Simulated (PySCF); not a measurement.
Compound: TMS-CHClF, C₄H₁₀ClFSi.
SMILES with atom numbers: `[CH3:1][Si:2]([CH3:3])([CH3:4])[C@H:5]([F:6])[Cl:7]`

A calculation gives these core lines: C 1s: 290.11 (area 3), 293.63 (area 1) eV; F 1s: 692.67 eV; Si 1s: 1846.11 eV; Si 2p3/2: 106.32 eV; Cl 1s: 2828.47 eV; Cl 2p3/2: 205.88 eV.

Method: delta-SCF UKS SCAN, pcX-2 on the ionised atom, pcseg-1 elsewhere, spin-free X2C (PySCF 2.14.0). Isolated species at its PBE0-D3(BJ)/def2-SVP geometry, gas phase.

Problem. Which carbon gives which C 1s line?

Solution. 290.11 eV: C1/C3/C4 (Si-methyl carbon); 293.63 eV: C5 (sp3 C–F carbon). Lowest listed C 1s: C1/C3/C4, bonded to 3 H and Si. Highest, 3.52 eV above it: C5, bonded to F, Cl, H and Si.

Bonded neighbours of each site: C1/C3/C4: 3 H and Si; Si2: 4 C; C5: F, Cl, H and Si; F6: C; Cl7: C.

Problem. Which photon wavelength matches the C 1s of C5 threshold?

Solution. λ = hc/E = 12398.42 eV Å / 293.63 eV = 42.225 Å.

One atom of each set of topologically equivalent atoms was ionised and stands for the set; in this conformer not all members are related by symmetry, and their own values weren't computed. Spin–orbit and ligand-field terms were added within each 2p shell after the spin-free SCF. 2p1/2 minus 2p3/2 (ligand field included): Si 0.62 eV, Cl 1.65 eV.

Shape of the structure used: `[CH3:1][Si:2]([CH3:3])([CH3:4])[C@H:5]([F:6])[Cl:7]`: C1–Si2–C5–F6 60°.
